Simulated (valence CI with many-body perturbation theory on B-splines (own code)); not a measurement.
The numbers below are computed, except where a source is named.
Pm XXXI: what the settings do

Level of theory: relativistic CI+MBPT: three valence electrons over a frozen Dirac-Fock core [Ar] 3d10, a basis of 6 s, 6 p, 5 d, 3 f, 1 g functions for each j, with the one-electron correlation potential Σ1 (screened to all orders), the two-electron term Σ2, the three-electron term Σ3, Breit, model QED; selected single and double excitations, second order for the rest (own B-spline code, finite nucleus).

No measured spectrum was set against this ion. As an estimate, large intervals hold to a few tenths of a per cent, small ones and those within an open d or f shell to about a per cent.

The reference run has the lowest level (4s^2 4p1/2) J=1/2 and an ionisation energy of 1159.55 eV. Its largest variational space holds 2796 state functions.

Levels are named by their leading jj configuration (3d3/2^4 stands for four electrons in 3d with j = 3/2), which in mixed levels can hold well under half, so a name can repeat and another be missing. Letters in brackets count levels of one name in rising energy.

| Level | Reference (cm⁻¹) | Shift (cm⁻¹) |
| --- | --- | --- |
| (4s^2 4p3/2) J=3/2 | 277803 | +3.5 |
| (4s 4p1/2^2) J=1/2 | 525844 | -93 |
| (4s 4p1/2 4p3/2) J=3/2 [a] | 735777 | -389 |
| (4s 4p1/2 4p3/2) J=5/2 | 782580 | -83 |
| (4s 4p1/2 4p3/2) J=3/2 [b] | 853585 | +272 |
| (4s 4p1/2 4p3/2) J=1/2 | 879956 | +394 |
| (4s 4p3/2^2) J=5/2 | 1038850 | -152 |
| (4s 4p3/2^2) J=3/2 | 1153240 | +370 |
| (4s 4p3/2^2) J=1/2 | 1158360 | +633 |
| (4s^2 4d3/2) J=3/2 | 1230710 | +1077 |
| (4s^2 4d5/2) J=5/2 | 1273170 | +1020 |
| (4p1/2^2 4p3/2) J=3/2 | 1395910 | +52 |

The ionisation energy moves by -0.05 eV.

Task: Which of these changes was made?
A. core polarisation of operators on → off
B. correlating orbitals by l 3 3 3 2 1 → 4 4 3 0 0; size limit of the variational space 10000 → 1500
C. scale of Σ1 1 → 0

Result: B. correlating orbitals by l 3 3 3 2 1 → 4 4 3 0 0; size limit of the variational space 10000 → 1500.
